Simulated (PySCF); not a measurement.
# Electronic structure of Mn²⁺ (manganese, charge +2) at the M06-L level

Configuration: [Ar] 3d5, high-spin 6S determinant. All numbers are calculated (PySCF 2.14, no relativity, point nucleus, in 6-31G* (5s4p2d1f, 34 functions)).

```
Total energy                                     : -1149.977 hartree
One-electron energy                              : -1569.160 hartree
Hartree (Coulomb) energy                         : 470.910 hartree
Exchange-correlation energy                      : -51.727 hartree
Kinetic energy                                   : 1148.76742 hartree
⟨S²⟩                                             : 8.7507
⟨L²⟩                                             : 0.000
Sum of ⟨r⟩                                       : 14.86 bohr
Sum of ⟨r²⟩                                      : 15.77 bohr²
Density at the nucleus (Gaussians lack the cusp) : 9930 bohr⁻³
Spin density at the nucleus                      : 0.114 bohr⁻³
Langevin diamagnetic susceptibility              : -12.5 ×10⁻⁶ cm³/mol
Time after the integrals                         : 0.73 s of wall time on 1 thread of Neoverse-V1 (shared host)
```

```
shell  electrons  mean orbital energy (eV)  rms radius, mean of both spins (bohr)
 1s α          1                   -6412.3                                 0.0713
 1s β          1                   -6412.2                                 0.0713
 2s α          1                   -760.81                                  0.305
 2s β          1                   -757.82                                  0.305
 2p α          3                   -651.78                                  0.275
 2p β          3                   -649.61                                  0.275
 3s α          1                   -107.71                                  0.923
 3s β          1                   -100.28                                  0.923
 3p α          3                   -75.972                                  0.988
 3p β          3                   -68.756                                  0.988
 3d α          5                   -25.619                                   1.23
```
